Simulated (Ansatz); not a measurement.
The same path of GaH3O3 + H3P (11 atoms, charge 0, multiplicity 1) was run twice with different band settings. Lost on the way: H5–P6. Made: Ga1–P6, O2–H5.

These are results of RKS PBE0/def2-SVP in Ansatz, not measurements.

Relaxed end points:

```xyz
11
Properties=species:S:1:pos:R:3
Ga -0.044 -0.891 0.455
O 1.211 -1.411 -0.704
O 0.282 -0.161 2.044
O -1.735 -1.244 0.056
H 0.596 1.224 -1.411
P -0.361 2.185 -0.953
H 2.118 -1.225 -0.444
H 1.212 -0.006 2.234
H -1.824 -1.697 -0.789
H -1.426 1.233 -0.913
H -0.030 1.993 0.425
```

```xyz
11
Properties=species:S:1:pos:R:3
Ga -0.211 -0.144 0.182
O 1.454 -0.865 -0.960
O 1.071 -0.304 1.482
O -1.372 -1.510 0.272
H 1.899 -0.164 -1.455
P -0.559 1.959 -0.752
H 1.899 -0.903 -0.080
H 0.814 -0.848 2.234
H -2.149 -1.422 -0.287
H -1.905 1.683 -1.144
H -0.941 2.519 0.506
```

Common settings: spring 5.0 eV/Å²; optimiser quadratic models (default); start path through a guess of the saddle point; force threshold 0.05 eV/Å; iteration limit 60; end points relaxed.

| run | movable images | climbing image |
| --- | --- | --- |
| 1 | 7 | yes |
| 2 | 8 | no |

(1) What does each run give, and how far can it be trusted?

Answers

(1) Run 1: converged after 21 iterations, highest image 0.749 eV above the first end. A vibrational analysis at the climbing image gives one clearly imaginary mode, 1115i cm⁻¹: a first-order saddle point.
Run 2: converged after 19 iterations, highest image 0.535 eV above the first end. No image climbed, so the highest image needn't sit at the top of the path.
The orbitals stay closed-shell, which can raise the energy where a bond breaks towards radicals; this wasn't checked here.
